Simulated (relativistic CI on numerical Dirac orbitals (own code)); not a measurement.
# Ligand-field terms of d9

Computed with a parametric ligand-field model of a d^n configuration (Racah B and C, spin-orbit zeta, crystal field), exact diagonalisation.

Field parameters in Wybourne normalisation: Oh B⁴₀ = 21Dq, B⁴₄ = √(5/14) B⁴₀; Td as Oh with Dq negative (B⁴₀ = 21Dq, B⁴₄ = √(5/14) B⁴₀). The field is a parameter set, without covalency.

Lowest levels for B = 660, C = 3160, ζ = 640 cm⁻¹, Td, 10Dq = -6400 cm⁻¹?

Γ7 0 (S 0.50), Γ8 861 (S 0.50), Γ8 7139 (S 0.50) cm⁻¹, with S from ⟨S²⟩ = S(S + 1). The ground level has 4.00 electrons in the cubic e pair.

Lowest levels for B = 340, C = 1670, ζ = 590 cm⁻¹, Oh, 10Dq = 26800 cm⁻¹?

Γ8 0 (S 0.50), Γ7 26229 (S 0.50), Γ8 27134 (S 0.50) cm⁻¹, with S from ⟨S²⟩ = S(S + 1). The ground level has 3.00 electrons in the cubic e pair.

Lowest levels for B = 990, C = 3500, ζ = 850 cm⁻¹, Td, 10Dq = -2350 cm⁻¹?

Γ7 0 (S 0.50), Γ8 820 (S 0.50), Γ8 3655 (S 0.50) cm⁻¹, with S from ⟨S²⟩ = S(S + 1). The ground level has 4.00 electrons in the cubic e pair.

Lowest levels for B = 390, C = 1380, ζ = 680 cm⁻¹, Oh, 10Dq = 6600 cm⁻¹?

Γ8 0 (S 0.50), Γ7 6019 (S 0.50), Γ8 7137 (S 0.50) cm⁻¹, with S from ⟨S²⟩ = S(S + 1). The ground level has 3.01 electrons in the cubic e pair.

Lowest levels for B = 530, C = 1900, ζ = 510 cm⁻¹, Td, 10Dq = -9300 cm⁻¹?

Γ7 0 (S 0.50), Γ8 722 (S 0.50), Γ8 9853 (S 0.50) cm⁻¹, with S from ⟨S²⟩ = S(S + 1). The ground level has 4.00 electrons in the cubic e pair.
